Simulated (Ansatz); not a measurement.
Isolated molecules relaxed with PBE0-D4/def2-TZVP in Ansatz; ΔE leaves out vibrations. CCSD(T)/CBS adds triple-zeta CCSD(T) − MP2 to the extrapolated MP2 energy (def2 sets, frozen cores). Functionals use def2-TZVPP. B3LYP here is the variant with VWN-RPA as its local correlation; programs differ in this. For Ga outer-core shells are correlated without core-valence functions, which leaves a few kJ/mol of doubt a bond. Scalar relativity is left out up to krypton. Each species was taken in one conformer, which may not be the lowest.

Consider the redistribution: `CB(C)O[SiH3]` + `[OH][Ga]([Cl])[Cl]` → `CB(C)O` + `[SiH3][O][Ga]([Cl])[Cl]`.

`CB(C)O[SiH3]`:

```xyz
14

C     1.300   -0.504   -0.524
B    -0.207   -0.044   -0.510
C    -1.094   -0.058   -1.802
O    -0.787    0.371    0.658
Si   -0.211    0.541    2.193
H     1.748   -0.471   -1.519
H     1.347   -1.550   -0.193
H     1.937    0.064    0.162
H    -0.950   -0.974   -2.382
H    -2.158    0.076   -1.600
H    -0.772    0.759   -2.461
H    -1.345    0.976    3.041
H     0.326   -0.749    2.700
H     0.867    1.564    2.238
```

`[OH][Ga]([Cl])[Cl]`:

Cartesian coordinates in Å:
```
O -1.134 -0.195 -0.822
Ga 0.149 0.014 0.371
Cl -0.328 -0.168 2.418
Cl 2.137 0.443 -0.240
H -0.824 -0.094 -1.726
```

`CB(C)O`:

Z-matrix (Å, degrees):
```
C
B 1 1.569
H 1 1.091 2 112.9
H 1 1.097 2 109.3 3 119.9
H 1 1.094 2 111.9 3 -123.4
C 2 1.576 1 122.0 3 167.9
O 2 1.364 1 116.9 3 -11.9
H 6 1.094 2 111.5 1 45.5
H 6 1.094 2 114.6 1 168.7
H 6 1.097 2 109.2 1 -70.9
H 7 0.961 2 112.9 1 -178.5
```

`[SiH3][O][Ga]([Cl])[Cl]`:

Z-matrix (Å, degrees):
```
Si
O 1 1.642
H 1 1.484 2 108.5
H 1 1.488 2 111.0 3 -120.2
H 1 1.486 2 109.4 3 119.4
Ga 2 1.753 1 139.3 3 134.2
Cl 6 2.109 2 118.7 1 -179.9
Cl 6 2.116 2 120.4 1 0.1
```

```
             level  ΔE (kJ/mol)
          B3LYP-D4        -15.5
           ωB97M-V        -15.5
             BHLYP        -18.2
       HF/def2-SVP        -29.2
      MP2/def2-SVP        -26.3
CCSD(T)/def2-TZVPP        -17.9
      HF/CBS(def2)        -21.0
    CCSD/CBS(def2)        -16.6
```

(1) What does CCSD(T)/CBS give? (An estimate is asked.)

Largest T1 diagnostic among the species: 0.012.

Results:

(1) Ansatz gave: -16.0 kJ/mol. The listed levels differ from it by 0.5, 0.5, -2.2, -13.2, -10.3, -1.9, -5.0, -0.6 kJ/mol.

From BLYP to BHLYP (50 % exact exchange), in def2-TZVPP and without D4, ΔE moves by −3.0 kJ/mol. At CCSD(T), def2-SVP lies −10.9 kJ/mol from the extrapolated value and def2-TZVPP −1.9 kJ/mol. Leaving LDA and LC-ωPBE aside and taking each functional with its dispersion term where it has one, the values, not all of them listed here, spread over 7.1 kJ/mol, from BHLYP-D4 to revPBE-D4.
